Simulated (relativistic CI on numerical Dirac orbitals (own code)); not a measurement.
**Calculated levels, Zn II**

Computed by Dirac-Coulomb-Breit CI, orbitals from a KLI potential per configuration, QED by a radiative potential, valence Slater integrals scaled by 0.85, P86 correlation energy added to each configuration (own radial code, finite nucleus).

CI space (outside the closed core [Ar]): 3d10 4s, 3d10 4p, 3d9 4s2, 3d10 5s, 3d10 4d, 3d10 5p, 3d10 4f, 3d9 4s 4p, 3d10 6s, 3d10 5d, 3d10 6p, 3d10 7s, 3d10 5g, 3d10 5f, 3d10 6d, 3d10 7p, 3d10 8s, 3d10 8p, 3d9 4s 5p, 3d9 4s 5s. Double excitations out of closed p, d and f shells are left out; levels of such configurations are missing from the list, as are those of other unlisted configurations, and high levels can miss mixing partners.

The lowest level is 3d10 4s 2S_1/2, with 100 % of that term; Hund's rules for 3d10 4s give 2S with J = 1/2, in agreement.

```tsv
No.	Configuration	Term	J	E (cm⁻¹)	%	Lifetime (s)
1	3d10 4s	2S	1/2	0.0	100	
2	3d10 4p	2P°	1/2	45227.2	99	2.49e-09
3	3d10 4p	2P°	3/2	45938.6	99	2.38e-09
4	3d9 4s2	2D	5/2	58155.5	100	8.14e-06
5	3d9 4s2	2D	3/2	60803.3	100	4.00e-06
6	3d10 5s	2S	1/2	82689.8	100	2.41e-09
7	3d10 4d	2D	3/2	89942.8	100	1.39e-09
8	3d10 4d	2D	5/2	89982.6	100	1.42e-09
9	3d9 4s 4p	4P°	5/2	91280.0	98	6.09e-05
10	3d9 4s 4p	4P°	3/2	92828.5	96	7.70e-08
11	3d9 4s 4p	4F°	9/2	93840.7	100	4.30e+02
12	3d9 4s 4p	4P°	1/2	93986.2	97	9.93e-08
13	3d9 4s 4p	4F°	7/2	94004.5	90	4.60e-06
14	3d9 4s 4p	4F°	5/2	94472.4	85	9.18e-06
15	3d10 5p	2P°	1/2	95228.1	95	1.55e-08
16	3d9 4s 4p	4F°	3/2	95337.1	96	2.72e-06
17	3d10 5p	2P°	3/2	95405.1	95	1.66e-08
18	3d9 4s 4p	4D°	7/2	97502.4	92	5.21e-05
19	3d9 4s 4p	4D°	5/2	97906.9	51	2.44e-06
20	3d9 4s 4p	2F°	5/2	98666.5	47	2.75e-06
21	3d9 4s 4p	4D°	3/2	98752.3	75	1.41e-07
22	3d9 4s 4p	4D°	1/2	99324.0	90	1.52e-08
23	3d9 4s 4p	2F°	7/2	99784.3	87	6.06e-07
24	3d9 4s 4p	2D°	3/2	101012.6	80	2.03e-07
25	3d9 4s 4p	2P°	1/2	101094.3	87	1.18e-09
26	3d9 4s 4p	2P°	3/2	101371.7	93	1.13e-09
27	3d9 4s 4p	2D°	5/2	101857.0	88	2.51e-07
28	3d10 6s	2S	1/2	108181.3	100	3.73e-09
29	3d10 5d	2D	3/2	111639.6	100	3.07e-09
30	3d10 5d	2D	5/2	111658.7	100	3.13e-09
31	3d10 4f	2F°	7/2	112394.5	100	3.21e-09
32	3d10 4f	2F°	5/2	112398.3	100	3.21e-09
33	3d10 6p	2P°	1/2	113612.9	98	2.86e-08
34	3d10 6p	2P°	3/2	113628.6	96	1.67e-08
35	3d10 7s	2S	1/2	119725.4	100	6.06e-09
36	3d9 4s 4p	2P°	3/2	121121.9	68	4.69e-10
37	3d9 4s 4p	2F°	7/2	121145.4	91	5.13e-10
38	3d10 6d	2D	3/2	121567.6	100	5.59e-09
39	3d10 6d	2D	5/2	121577.3	100	5.73e-09
40	3d10 7p	2P°	1/2	122200.5	81	2.00e-09
41	3d10 5f	2F°	5/2	122217.5	94	3.84e-09
42	3d10 5g	2G	7/2	122271.9	100	
43	3d10 5g	2G	9/2	122271.9	100	
44	3d10 5f	2F°	7/2	122358.3	94	3.72e-09
45	3d10 7p	2P°	3/2	123174.9	75	1.20e-09
46	3d9 4s 4p	2F°	5/2	123216.2	58	4.85e-10
47	3d9 4s 4p	2P°	1/2	124405.0	74	4.10e-10
48	3d9 4s 4p	2D°	5/2	124619.0	62	4.50e-10
49	3d10 8s	2S	1/2	125937.9	100	9.81e-09
50	3d9 4s 4p	2D°	3/2	126427.3	93	4.30e-10
51	3d10 8p	2P°	1/2	127735.2	97	1.31e-08
52	3d10 8p	2P°	3/2	127737.2	98	1.78e-08
```

Energies count from the lowest computed level; ° marks odd parity; lifetimes are radiative, by E1, M1, E2, M2, E3 decay to levels of this space only; some are left blank where a channel outside the calculation adds to the decay or the decay crosses a small, uncertain gap.

The mean weight of the leading LS term, summed over parents, in these 52 levels is 91 %, and that of the leading jj configuration (from the same eigenvectors) 79 %, so LS coupling describes them better.

Correlation outside the listed configurations is missing or only estimated: errors of thousands of cm⁻¹ between configurations and terms are usual at this charge. Rates and lifetimes follow the computed energies and can be off by large factors. The fine structure of a lone outer electron comes out too small, for d and f at times inverted, and misplaced configurations move strength between like terms. 11 of the 11 excited levels that our extract of the measured tables holds in this range could be paired (the sources list more); they are missed by 5238 cm⁻¹ on average and 6978 at most, and levels without a partner can miss by more.

LS names give the leading component of a level, which can be under half, so a name can repeat, a term be missing and a line seem to break the LS rules.
